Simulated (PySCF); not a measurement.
C₅H₅F, SMILES C(=C\F)/C=C=C.

Geometry: B3LYP-D3(BJ)/def2-SVP. The structure was generated by enumeration; whether it is a known compound was not checked. One conformer was computed; it need not be the lowest.

Calculation: PySCF with PBE0/def2-TZVP.

Symmetry labels are those of the subgroup Cs that the program uses (full group Cs).

Computed valence orbital energies around the gap with their symmetry:
```csv
orbital,symmetry,energy (eV)
HOMO−7,A",-13.26
HOMO−6,A",-12.59
HOMO−5,A',-12.49
HOMO−4,A',-11.87
HOMO−3,A',-10.57
HOMO−2,A",-9.25
HOMO−1,A',-7.95
HOMO,A",-6.56
LUMO,A",-0.98
LUMO+1,A',0.00
LUMO+2,A',1.84
LUMO+3,A",1.93
```
